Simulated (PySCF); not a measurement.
C5H9FSe.
SMILES with atom numbers: `[CH3:1][C:2](=[Se:3])[CH2:4][C@H:5]([CH3:6])[F:7]` (hydrogens: H8, H9, H10 on C1; H11, H12 on C4; H13 on C5; H14, H15, H16 on C6)

Level: B3LYP/def2-SVPD in PySCF, non-relativistic, on one gas-phase PBE0-D3(BJ)/def2-SVP geometry that isn't relaxed in the solvent. The solvent is an IEF-PCM continuum (cavity from Bondi-type radii × 1.2). The model holds no explicit solvent molecules, cavitation or dispersion. Spin–orbit coupling is left out although an atom past zinc is present.

Gas phase at B3LYP/def2-SVPD: HOMO -5.89 eV, LUMO -2.50 eV, dipole 2.56 D.

Q: What does the continuum do to the energy, the frontier levels and the dipole at B3LYP/def2-SVPD in chloroform and dimethylsulfoxide?

A: 
```json
{"solvent": "chloroform", "ε": "4.711", "E(solvent) − E(gas) (kcal/mol)": "-3.55", "polarisation term (kcal/mol)": "-4.11", "distortion of the solute (kcal/mol)": "0.56", "HOMO (eV)": "-5.99", "LUMO (eV)": "-2.49", "dipole (D)": "3.37"}
{"solvent": "dimethylsulfoxide", "ε": "46.83", "E(solvent) − E(gas) (kcal/mol)": "-4.98", "polarisation term (kcal/mol)": "-6.15", "distortion of the solute (kcal/mol)": "1.17", "HOMO (eV)": "-6.06", "LUMO (eV)": "-2.50", "dipole (D)": "3.75"}
```

The polarisation term is half the interaction of the solute with the surface charges that it induces; the rest is the cost of distorting the solute's density. The sum is the electrostatic part of solvation alone. From chloroform to dimethylsulfoxide the lowering changes by a factor 1.40, Onsager's factor (ε − 1)/(2ε + 1) by 1.36 and ε itself by 9.9.

Q: Which radius a makes the point-dipole formula ΔE = −[(ε − 1)/(2ε + 1)]·μ²/a³ give the value in dimethylsulfoxide, with the gas-phase dipole?

A: μ = 1.006 au and |ΔE| = 0.00794 Eh give a = 2.09 Å; the farthest nucleus lies 3.32 Å from the centroid of the nuclei, so such a sphere wouldn't even hold the nuclei. The formula assumes a rigid point dipole at the centre of a sphere.

Q: How does the static polarisability (B3LYP/def2-SVPD, frozen core, with the continuum's full static response) change?

A: 
| medium | isotropic (au) | principal values (au) | ⟨r²⟩ of the electrons (bohr²) |
| --- | --- | --- | --- |
| gas | 94.6 | 73.5, 94.0, 116.4 | 1458.9 |
| chloroform | 120.7 | 93.7, 118.6, 149.8 | 1459.1 |
| dimethylsulfoxide | 134.7 | 106.0, 131.5, 166.7 | 1459.2 |

The isotropic value in dimethylsulfoxide is 1.42 times the gas-phase one; no cavity-field correction is applied. ⟨r²⟩ is taken about the centre of nuclear charge.

Time: 50 s of wall time; peak memory 1.0 GiB. Hardware: one thread, Intel Xeon Platinum 8259CL at 2.50 GHz (x86_64), shared host with 96 logical CPUs at a one-minute load of 24. This is the whole response run at B3LYP/def2-SVPD in dimethylsulfoxide, SCF included.

Conformer computed: `[CH3:1][C:2](=[Se:3])[CH2:4][C@H:5]([CH3:6])[F:7]`: C1–C2–C4–C5 -89°, C2–C4–C5–C6 -179°.
